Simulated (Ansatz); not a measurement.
Geometry optimisation, RKS B3LYP-D4/def2-SVP (Ansatz).

The input (input.yaml):

```yaml
crystal:
  periodic: [false, false, false]
  atoms:
    - { symbol: Sn, position_ang: [0.0, 0.0, 0.0] }
    - { symbol: C, position_ang: [0.0, 0.0, 2.5] }
    - { symbol: H, position_ang: [-0.9996, -0.3092, 2.8705] }
    - { symbol: H, position_ang: [0.7676, -0.7111, 2.8705] }
    - { symbol: H, position_ang: [0.232, 1.0203, 2.8705] }
    - { symbol: H, position_ang: [1.6408, 0.0, -0.5794] }
    - { symbol: H, position_ang: [-0.8195, 1.4198, -0.5794] }
    - { symbol: H, position_ang: [-0.8195, -1.4198, -0.5794] }
    - { symbol: H, position_ang: [1.0699, 1.6134, 0.6433] }
    - { symbol: H, position_ang: [0.8382, 1.2641, 1.6686] }
basis:
  gaussian: { orbitals: def2-SVP }
hamiltonian:
  xc: b3lyp
  dispersion: d4
relax:
  f_tol: 0.15
  max_steps: 25
  restrain:
    - { distance: [0, 8], at: 1.74, k: 30.0 }
    - { distance: [9, 1], at: 1.11, k: 30.0 }
    - { distance: [0, 1], at: 3.35, k: 30.0 }
    - { distance: [9, 8], at: 1.86, k: 30.0 }
output:
  orbitals: {}
```

Launched with:

```bash
$ ansatz run input.yaml --threads 2 --pin off --max-ram 3072MiB --backend cpu --events-out ev --progress --plain --runs-dir out
```

Where does it end, and by what steps?

The forces met the threshold. The restraints hold the end off the free minimum. After 19 steps the energy has fallen by 3.368 eV (the restraints' own energy left out); H6 moved furthest, 1.61 Å. Joined: C2–H10 (1.73 → 1.10 Å).

| step | energy less start (eV) | largest force component (eV/Å) | accepted |
| --- | --- | --- | --- |
| 0 | 0.0000 | 4.251 | yes |
| 1 | 1.7149 | 3.740 | yes |
| 2 | 2.2726 | 3.540 | yes |
| 3 | 1.2895 | 3.791 | yes |
| 4 | -0.4560 | 2.577 | yes |
| 5 | -1.7304 | 1.158 | yes |
| 6 | -2.4292 | 0.706 | yes |
| 7 | -2.8574 | 0.885 | yes |
| 8 | -3.0741 | 0.950 | yes |
| 9 | -3.1956 | 0.763 | yes |
| 10 | -3.2370 | 0.763 | yes |
| 11 | -3.2917 | 0.623 | yes |
| 12 | -3.3103 | 0.467 | yes |
| 13 | -3.3243 | 0.484 | yes |
| 14 | -3.3185 | 0.577 | no |
| 15 | -3.3374 | 0.478 | yes |
| 16 | -3.3463 | 0.473 | yes |
| 17 | -3.3479 | 0.498 | yes |
| 18 | -3.3505 | 0.604 | yes |
| 19 | -3.3684 | 0.475 | yes |

```xyz
10
Properties=species:S:1:pos:R:3
Sn 0.452 0.222 -0.492
C -0.069 0.352 2.825
H -1.043 0.366 2.317
H 0.281 -0.686 2.919
H -0.186 0.788 3.828
H 1.105 0.203 -2.084
H -1.106 0.941 -0.527
H 0.340 -1.388 0.087
H 1.469 1.141 0.566
H 0.667 0.937 2.246
```

Run time: 17 s on 2 threads of AMD EPYC 9R45 96-Core Processor (Zen 5) (shared host), peak memory 0.18 GiB.
